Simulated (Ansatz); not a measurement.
Reaction (ligand exchange at the Sn–C bond): `[CH3][SnH]([NH2])[F]` + HCl → `[NH2][SnH]([F])[Cl]` + CH₄

Computed with Ansatz on PBE0-D4/def2-TZVP structures; ΔE is electronic, products minus reactants. CCSD(T)/CBS is the MP2 limit (def2-TZVPP, def2-QZVPP) plus CCSD(T) − MP2 in def2-TZVPP, frozen cores. This one scheme is used for every species. DFT in def2-TZVPP. HSE06 is defined as in plane-wave codes. def2 core potentials past Kr. For Sn outer-core shells are correlated without core-valence functions, which leaves a few kJ/mol of doubt a bond. Each species was taken in one conformer, which may not be the lowest.

```csv
level,ΔE (kcal/mol),difference from CCSD(T)/CBS
revPBE-D4,-26.9,-1.1
r2SCAN0-D4,-27.9,-2.1
HSE06-D4,-27.0,-1.2
BHLYP-D4,-28.6,-2.8
B2PLYP,-27.3,-1.5
PBE,-26.9,-1.1
BLYP,-28.0,-2.2
r2SCAN,-28.3,-2.5
PBE0,-27.0,-1.2
r2SCANh,-28.1,-2.3
BHLYP,-28.5,-2.7
CAM-B3LYP,-27.2,-1.4
MP2/def2-TZVPP,-25.4,0.4
SCS-MP2/def2-TZVPP,-25.8,0.0
HF/def2-QZVPP,-30.4,-4.6
SCS-MP2/def2-QZVPP,-26.4,-0.6
CCSD(T)/CBS,-25.8,0
```

Largest T1 diagnostic among the species: 0.013.

At CCSD(T), def2-SVP lies −2.1 kcal/mol from the extrapolated value and def2-TZVPP +0.8 kcal/mol. In def2-TZVPP, CCSD(T) changes the Hartree–Fock value by +5.3 kcal/mol (the triples alone add +0.1 kcal/mol) and MP2 by +4.9 kcal/mol. Leaving LDA and LC-ωPBE aside and taking each functional with its dispersion term where it has one, the values, not all of them listed here, spread over 3.2 kcal/mol, from B97M-V to PBE-QIDH. LDA lies +2.1 kcal/mol from PBE without D4.
